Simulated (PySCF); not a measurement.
Geometries of 3 isomers of C3H5F3Si, from PBE0-D3(BJ)/def2-SVP geometry optimisation, gas phase (PySCF). One conformer each, no zero-point energy, no frequencies.

Problem. Which is lowest in electronic energy at this level?
A.
```xyz
12
angstrom
C     -0.637    1.468   -0.214
C     -0.186    0.225   -0.018
Si     1.631   -0.225   -0.267
C     -1.136   -0.853    0.417
F     -1.214   -1.818   -0.508
F     -2.376   -0.411    0.636
F     -0.711   -1.433    1.548
H      0.030    2.271   -0.539
H     -1.689    1.727   -0.055
H      2.293    0.971   -0.865
H      1.762   -1.396   -1.181
H      2.274   -0.557    1.038
```
B.
```xyz
12
angstrom
F      0.941   -0.549   -1.690
C      1.370   -0.478   -0.418
F      1.830   -1.687   -0.082
F      2.421    0.354   -0.414
C      0.287   -0.023    0.500
C     -0.585    1.160    0.054
Si    -1.516   -0.440    0.232
H      0.641    0.008    1.537
H     -0.713    1.975    0.773
H     -0.406    1.515   -0.967
H     -1.908   -1.185   -0.985
H     -2.328   -0.683    1.447
```
C.
```xyz
12
angstrom
C     -2.005   -0.403   -0.139
C     -0.829   -0.581    0.465
C      0.211    0.481    0.655
Si     1.615    0.250   -0.518
F      2.247   -1.218   -0.383
F      1.166    0.434   -2.045
F      2.794    1.303   -0.250
H     -2.309    0.574   -0.527
H     -2.706   -1.231   -0.266
H     -0.564   -1.581    0.828
H     -0.204    1.489    0.493
H      0.629    0.458    1.676
```

Solution. C. That is `C=CC[Si](F)(F)F`, 116.3 kcal/mol below the next.

```json
{"SMILES": "C=CC[Si](F)(F)F", "atoms numbered as above": "[CH2:1]=[CH:2][CH2:3][Si:4]([F:5])([F:6])[F:7]", "E (Eh)": "-705.57382", "relative (kcal/mol)": "0.0", "relative (kJ/mol)": "0.0", "dipole (D)": "2.39"}
{"SMILES": "C=C([SiH3])C(F)(F)F", "atoms numbered as above": "[CH2:1]=[C:2]([SiH3:3])[C:4]([F:5])([F:6])[F:7]", "E (Eh)": "-705.38848", "relative (kcal/mol)": "116.3", "relative (kJ/mol)": "486.6", "dipole (D)": "2.15"}
{"SMILES": "FC(F)(F)[C@H]1C[SiH2]1", "atoms numbered as above": "[F:1][C:2]([F:3])([F:4])[C@H:5]1[CH2:6][SiH2:7]1", "E (Eh)": "-705.38655", "relative (kcal/mol)": "117.5", "relative (kJ/mol)": "491.7", "dipole (D)": "2.55"}
```

As drawn, the lowest has an Si–F bond and a C=C bond outside aromatic rings, which the highest lacks; the highest has a three-membered ring and two fluorines on one carbon, which the lowest lacks.
